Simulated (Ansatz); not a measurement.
`[SiH3][NH2+][GaH3-]`, charge 0, multiplicity 1.

Give a relaxed structure at PBE0-D4/def2-TZVP (Ansatz). (Best estimate.)

Ansatz gave: 
Z-matrix (Å, degrees):
```
Si
N 1 1.778
H 1 1.478 2 106.8
H 1 1.486 2 110.4 3 119.7
H 1 1.478 2 106.8 3 -120.5
Ga 2 2.180 1 113.0 3 60.5
H 2 1.015 1 113.3 3 -58.4
H 2 1.015 1 113.3 3 179.3
H 6 1.581 2 98.2 1 -59.6
H 6 1.581 2 98.2 1 60.3
H 6 1.580 2 97.7 1 -179.6
```
Point group Cs.
This is one stationary point; other conformers may exist.
